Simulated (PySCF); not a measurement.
**Solvent effects on NMR parameters**

Cartesian coordinates in Å; atom numbers follow the order of the lines, from 1:
```xyz
23

C    -2.3533   -0.6805    0.5061
C    -1.4175    0.1149   -0.4034
C    -2.0150    1.4850   -0.7074
C    -0.0028    0.2407    0.1741
C     0.7078   -1.0921    0.4853
C     2.2023   -0.8866    0.7789
C     2.8873   -0.0793   -0.3401
Al    1.4416    1.1635   -0.8173
H    -2.4492   -0.1870    1.4884
H    -1.9859   -1.7027    0.6810
H    -3.3631   -0.7600    0.0726
H    -1.3445   -0.4393   -1.3600
H    -2.0983    2.0856    0.2143
H    -3.0250    1.4005   -1.1385
H    -1.3936    2.0551   -1.4168
H    -0.0859    0.8024    1.1330
H     0.2354   -1.6265    1.3283
H     0.6074   -1.7635   -0.3902
H     2.2941   -0.3358    1.7334
H     2.6894   -1.8627    0.9489
H     3.0901   -0.7349   -1.2102
H     3.8637    0.3317   -0.0398
H     1.4562    2.4834   -1.7121
```

GIAO PBE0/pcSseg-1 in PySCF on one PBE0-D3(BJ)/def2-SVP conformer, non-relativistic, equivalent nuclei averaged. Solvents enter as an IEF-PCM continuum (acetonitrile with ε = 35.7, water with ε = 78.4) around the gas-phase geometry. Shifts are referred to TMS, AlH4- computed in the same medium.

Gas phase, δ in ppm: C4 41.4, C5 36.4, C2 32.9, C6 29.3, C3 29.2, C1 25.1, C7 13.4, Al8 243.9, H23 5.87, H20 2.32, H17 2.27, H12 1.39, H13/H14/H15 1.19, H19 1.19. Dipole moment 0.14 D.

Q: How does each δ change in the continuum?

A: 
```csv
atoms,environment,"Δδ, acetonitrile","Δδ, water"
C4,sp3 CH bonded to Al,-0.8,-0.8
C5,sp3 CH2 in a ring,+0.5,+0.5
C2,sp3 CH,+0.7,+0.7
C6,sp3 CH2 in a ring,+0.3,+0.3
C3,methyl carbon,+0.3,+0.3
C1,methyl carbon,+0.3,+0.3
C7,sp3 CH2 bonded to Al,-1.4,-1.4
Al8,"aluminium bonded to 2 C, H, in a 5-membered ring",-32.1,-32.8
H23,"hydrogen on an aluminium bonded to 2 C, in a 5-membered ring",-0.54,-0.55
H20,hydrogen on an sp3 CH2 in a ring,-0.14,-0.14
H17,hydrogen on an sp3 CH2 in a ring,-0.11,-0.12
H12,hydrogen on an sp3 CH,+0.04,+0.05
H13/H14/H15,hydrogen on a methyl carbon,-0.05,-0.05
H19,hydrogen on an sp3 CH2 in a ring,+0.03,+0.03
```

Changes are relative to the gas phase. The dipole moment becomes 0.09 D in acetonitrile, 0.09 D in water.

Q: Which of the listed nuclei move most (in ppm), and what does the model miss?

A: Al8 (aluminium bonded to 2 C, H, in a 5-membered ring, -32.8 ppm) in water. A continuum only polarises the solute; specific hydrogen bonds, the anisotropy of aromatic solvents and changes of geometry or conformer are outside it.
